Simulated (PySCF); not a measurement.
**Assigning NMR signals**

Cartesian coordinates in Å; atom numbers follow the order of the lines, from 1:
```xyz
18

C     3.645    0.075   -1.015
C     2.649    0.629   -0.347
C     1.247    0.703   -0.839
Si    0.160   -0.616    0.017
Cl    0.928   -2.457   -0.265
N    -1.267   -0.627   -0.931
C    -2.492   -0.398   -0.788
C    -3.158   -0.032    0.465
N    -4.397    0.186    0.455
H     3.498   -0.350   -1.994
H     4.643    0.025   -0.616
H     2.820    1.041    0.640
H     1.219    0.538   -1.916
H     0.836    1.694   -0.642
H     0.123   -0.385    1.465
H    -3.150   -0.473   -1.653
H    -2.495    0.021    1.339
H    -4.818    0.434    1.347
```

[PySCF 2.14.0 with density-fitted response routines: shielding tensors at PBE0/pcSseg-1 (GIAO); GFN2-xTB structure; non-relativistic; one conformer; isolated molecule]

References, each an isolated molecule treated in the same way: 13C (186.93 ppm), 1H (31.72 ppm) against TMS.

Q: Assign these signals to the numbered atoms. 13C{1H} NMR (computed): δ 180.1, 168.8, 138.1, 124.9, 32.2.

A: 
| δ (ppm) | atoms | environment | reason |
| --- | --- | --- | --- |
| 180.1 | C7 | carbon bonded to C, N, H | – |
| 168.8 | C8 | carbon bonded to C, N, H | – |
| 138.1 | C2 | carbon bonded to 2 C, H | – |
| 124.9 | C1 | carbon bonded to C, 2 H | – |
| 32.2 | C3 | carbon bonded to C, Si, 2 H | – |

Q: Assign these signals to the numbered atoms. 1H NMR (400 MHz, computed): δ 12.90 (br s, 1H), 8.73 (d, 1H), 8.01 (d, 1H), 6.03 (m, 1H), 5.98 (m, 1H), 5.60 (m, 1H), 5.47 (m, 1H), 2.25 (m, 1H), 1.94 (m, 1H).

A: 
```tsv
δ (ppm)	atoms	environment	reason
12.90	H18	hydrogen on a nitrogen bonded to C	–
8.73	H16	hydrogen on a carbon bonded to C, N	–
8.01	H17	hydrogen on a carbon bonded to C, N	–
6.03	H15	hydrogen on a silicon bonded to C, Cl, N	–
5.98	H12	hydrogen on a carbon bonded to 2 C	–
5.60	H10	hydrogen on a carbon bonded to C	–
5.47	H11	hydrogen on a carbon bonded to C	–
2.25	H13	hydrogen on a carbon bonded to C, Si	–
1.94	H14	hydrogen on a carbon bonded to C, Si	–
```

H15 and H12 lie closer than the usual error of such a calculation, so a measured spectrum could show them in the other order.

The OH or NH signal is concentration- and solvent-dependent in practice; the value given is the gas-phase one. Shifts are as computed. Against solution values, carbons near 30 ppm lie about +3 ppm off and those near 130 ppm about +5 ppm. Of 1211 compounds with measured shifts, 218 miss one by over three times the rms of a fit or turn the order of signals round; such compounds aren't used in these exercises. No couplings were computed; multiplicities are counted from neighbouring protons, with m where these are inequivalent, close in shift, in a saturated or five-membered ring or joined by F or P, and br s for small geminal =CH2 splittings.
